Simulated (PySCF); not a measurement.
Computed spin Hamiltonian

Compound: C₅H₇Cl₂O (doublet state).
Geometry (GFN2-xTB, Å), atoms numbered from 1 in this order:
```
atom  x, y, z in Å
C1     2.555    0.832   -0.185
C2     1.494    0.096   -0.211
C3     0.665   -0.804    0.582
C4    -0.796   -0.771    0.122
Cl5   -0.892   -1.328   -1.582
Cl6   -1.762   -1.894    1.119
C7    -1.402    0.634    0.195
O8    -2.727    0.692   -0.223
H9     3.189    0.956    0.696
H10    2.896    1.380   -1.051
H11    1.038   -1.827    0.486
H12    0.681   -0.528    1.646
H13   -1.392    0.973    1.234
H14   -0.756    1.299   -0.402
H15   -2.793    0.298   -1.103
```

The hyperfine couplings belong to this conformer and change with its torsions.

The species is `C=[C]CC(Cl)(Cl)CO` [radical].

Computed with PySCF, UKS B3LYP, pcH-1 on C Cl H O, non-relativistic, mean-field spin-orbit, GIAO. The structure is a single GFN2-xTB conformer in the gas phase; no vibrational or solvent corrections. A GFN2-xTB geometry isn't a minimum of the functional, and hyperfine couplings can be far from their values at a DFT geometry. The SCF solution wasn't tested for stability.

| Item | Value |
| --- | --- |
| g1, g2, g3 | 2.00164, 2.00248, 2.00444 |
| g_iso | 2.00285 |
| Form of g | rhombic: the two nearest values differ by 30 % of g3 − g1 |
| ⟨S²⟩ | 0.7587 (exact 0.7500) |
| α and β electrons | 40, 39 |
| HOMO–LUMO gap, α and β orbitals | 6.01, 5.16 eV |
| Total energy | -1190.28492 Eh |

Isotropic coupling and dipolar principal values T1 to T3, in MHz; ρ(0) is the spin density at the nucleus:

```csv
atom,isotope,a_iso,of which spin–orbit,T1,T2,T3,Mulliken spin population,ρ(0) (bohr⁻³)
C1,13C,-12.4,0.0,-17.9,2.3,15.6,-0.16,-0.0110
C2,13C,267.3,-0.2,-82.5,-61.7,144.2,0.98,0.2379
C3,13C,3.6,0.0,-5.4,-4.7,10.1,-0.04,0.0032
C4,13C,43.1,0.0,-3.2,-1.9,5.2,0.02,0.0383
Cl5,35Cl,2.5,0.0,-2.8,-2.4,5.2,0.01,0.0057
Cl6,35Cl,-0.4,0.0,-0.6,0.1,0.6,0.00,-0.0010
C7,13C,1.9,0.0,-1.2,-0.1,1.4,0.00,0.0017
O8,17O,-0.3,0.0,-1.0,0.3,0.7,0.00,0.0005
H9,1H,184.9,0.0,-4.7,-1.8,6.5,0.10,0.0414
H10,1H,124.0,0.0,-6.5,-5.1,11.6,0.05,0.0278
H11,1H,8.9,0.0,-6.3,-4.4,10.7,0.01,0.0020
H12,1H,90.7,0.0,-5.9,-2.1,8.0,0.05,0.0203
H13,1H,0.1,0.0,-2.0,-1.5,3.4,0.00,0.0000
H14,1H,1.1,0.0,-5.4,-3.8,9.2,0.00,0.0003
H15,1H,-0.2,0.0,-1.1,-0.7,1.8,0.00,0.0000
```

The largest Mulliken spin populations are on C2 (+0.98), C1 (-0.16) and H9 (+0.10). C2 is the only atom above +0.15.

Axes: g1 points within 8° of the C2–C3 bond and g2 points within 3° of the C1–H9 bond.

Under fast tumbling the dipolar parts average out, and these isotropic splittings remain: 1 × 1H (H9, I = 1/2, 2 lines) with 6.60 mT, 1 × 1H (H10, I = 1/2, 2 lines) with 4.43 mT, 2 × 1H (H11/H12, I = 1/2, 3 lines) with 1.78 mT and 2 × 35Cl (Cl5/Cl6, I = 3/2, 7 lines) with 0.04 mT.

Class means assume fast exchange of nuclei equivalent by connectivity; if that motion is slow, each nucleus keeps its own coupling. The 1H value of +49.8 MHz is a mean of couplings from 8.9 to 90.7 MHz in this one geometry, not an average over conformers.

Main isotope only: 35Cl (natural samples also hold 24 % 37Cl, magnetic too, which adds its own pattern).

The 13C coupling of C2 (267.3 MHz) shows only in satellite lines or after enrichment, since that isotope makes up about 1.07 % of natural carbon.
